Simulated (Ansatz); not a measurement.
`CSS[SiH2][SiH3]` and `CSSCF` differ in one atom or group.

Ansatz, PBE0-D4/def2-TZVP geometries, multiplicity 1. Each molecule was computed in one conformer, which needn't be the lowest.

```
                                        property  `CSS[SiH2][SiH3]`
               HOMO energy (PBE/def2-TZVPP) / eV              -5.62
            HOMO–LUMO gap (PBE0/def2-TZVPP) / eV               5.95
           HOMO energy (ωB97M-V/def2-TZVPP) / eV              -8.93
size of the dipole moment (B3LYP/def2-TZVPP) / D               1.64
              LUMO energy (PBE0/def2-TZVPP) / eV              -0.84
  size of the dipole moment (PBE/def2-TZVPP) / D               1.63
```

(1) What does the change do to each property? (An estimate is asked.)

## Answers

(1) Computed: 
```csv
property,`CSSCF`,shift
HOMO energy (PBE/def2-TZVPP) / eV,-5.78,-0.16
HOMO–LUMO gap (PBE0/def2-TZVPP) / eV,6.54,0.59
HOMO energy (ωB97M-V/def2-TZVPP) / eV,-9.17,-0.24
size of the dipole moment (B3LYP/def2-TZVPP) / D,0.43,-1.21
LUMO energy (PBE0/def2-TZVPP) / eV,-0.46,0.38
size of the dipole moment (PBE/def2-TZVPP) / D,0.50,-1.13
```

With PBE0 the HOMO falls by 0.20 eV and the LUMO rises by 0.38 eV, so the gap widens by about 0.58 eV. PBE moves the HOMO by -0.16 eV and ωB97M-V by -0.24 eV. Dipoles are sizes alone; their direction can turn.

B3LYP here is the variant with VWN-RPA as its local correlation; programs differ in this.
